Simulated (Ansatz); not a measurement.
C₁₀H₉NS, SMILES C=Cc1cc(N)cc2sccc21. Atoms are numbered in the order given.

```xyz
21

C      2.8156    -2.5308     0.2432
C      2.3395    -1.2781     0.2966
C      0.9258    -0.8703     0.2435
C     -0.1079    -1.7652     0.5261
C     -1.4716    -1.3967     0.4689
N     -2.4534    -2.3174     0.8109
C     -1.8112    -0.0797     0.1243
C     -0.7856     0.8270    -0.1501
S     -0.9862     2.5092    -0.5991
C      0.7465     2.7175    -0.7233
C      1.4398     1.5795    -0.4417
C      0.5876     0.4668    -0.1007
H      3.8886    -2.7268     0.3045
H      2.1623    -3.3997     0.1259
H      3.0620    -0.4606     0.3820
H      0.1394    -2.7848     0.8301
H     -2.2010    -3.2944     0.7203
H     -3.3894    -2.1199     0.4770
H     -2.8584     0.2285     0.0836
H      1.1491     3.6892    -1.0050
H      2.5277     1.5285    -0.4802
```

The structure is a stationary point at B3LYP-D3(BJ)/def2-SVP. This is a generated structure with no PubChem entry under its InChIKey; it may be hypothetical. The values are those of a single conformer.

Two levels are set side by side: PBE-D3(BJ)/def2-SVP (Ansatz, a quantum-chemistry and plane-wave program) and B3LYP-D3(BJ)/def2-SVP (Ansatz). Each level has its own optimised geometry; the coordinates shown are those of the second. Differences are taken from unrounded values.

| quantity | B3LYP-D3(BJ) | PBE-D3(BJ) | PBE-D3(BJ) minus B3LYP-D3(BJ) |
|---|---|---|---|
| mean bond length (Å) | 1.301 | 1.307 | 0.006 |
| bond C1–C2 (Å) | 1.341 | 1.351 | 0.010 |
| bond C2–C3 (Å) | 1.472 | 1.471 | -0.001 |
| bond C3–C4 (Å) | 1.396 | 1.404 | 0.007 |
| bond C3–C12 (Å) | 1.422 | 1.430 | 0.008 |
| bond C4–C5 (Å) | 1.414 | 1.420 | 0.006 |
| bond C5–N6 (Å) | 1.389 | 1.389 | 0.000 |
| bond C5–C7 (Å) | 1.403 | 1.412 | 0.009 |
| bond C7–C8 (Å) | 1.396 | 1.401 | 0.005 |
| bond C8–S9 (Å) | 1.753 | 1.754 | 0.001 |
| bond C8–C12 (Å) | 1.421 | 1.429 | 0.009 |
| bond S9–C10 (Å) | 1.750 | 1.749 | -0.001 |
| bond C10–C11 (Å) | 1.362 | 1.372 | 0.010 |
| bond C11–C12 (Å) | 1.442 | 1.442 | -0.001 |
| bond C1–H13 (Å) | 1.093 | 1.100 | 0.008 |
| bond C1–H14 (Å) | 1.093 | 1.102 | 0.008 |
| bond C2–H15 (Å) | 1.094 | 1.103 | 0.008 |

Exact exchange shortens and stiffens bonds; PBE has none. Differences between two approximate levels are no errors against the true value.
